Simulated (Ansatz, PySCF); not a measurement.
Reaction R1 + R2 → P1 + P2, each structure at its B3LYP-D3(BJ)/def2-TZVP stationary point, reached from a drawn start (curvature not checked).
R1: SiH4 (SMILES [SiH4]), charge 0, multiplicity 1.
P1, Si2H6 (SMILES [SiH3][SiH3]) (charge 0, multiplicity 1):
```xyz
8

Si    -1.166     0.119    -0.017
Si     1.166    -0.119     0.017
H     -1.763    -0.812    -1.006
H     -1.537     1.506    -0.388
H     -1.734    -0.183     1.319
H      1.537    -1.506     0.388
H      1.763     0.812     1.006
H      1.734     0.183    -1.319
```
R2: BrH3Si (SMILES [SiH3]Br), charge 0, multiplicity 1.
P2: HBr (SMILES Br), charge 0, multiplicity 1.

P less R. No zero-point or thermal terms; no spin–orbit coupling.

Cores are frozen in the correlated methods. In cc and def2 sets filled d and f shells under p-block atoms count as core.

Codes used: Ansatz (an electronic-structure program); PySCF for the D3/D4 terms. No computed number here is a measurement.

### Question
What reaction energy does B2PLYP-D4/def2-TZVPP give?

### Answer
21.7 kcal/mol

### Question
What is the computed reaction energy (PBE0-D3(BJ)/def2-TZVPP)?

### Answer
18.9 kcal/mol

### Question
What is the computed reaction energy (revPBE-D4/def2-TZVPP)?

### Answer
17.5 kcal/mol
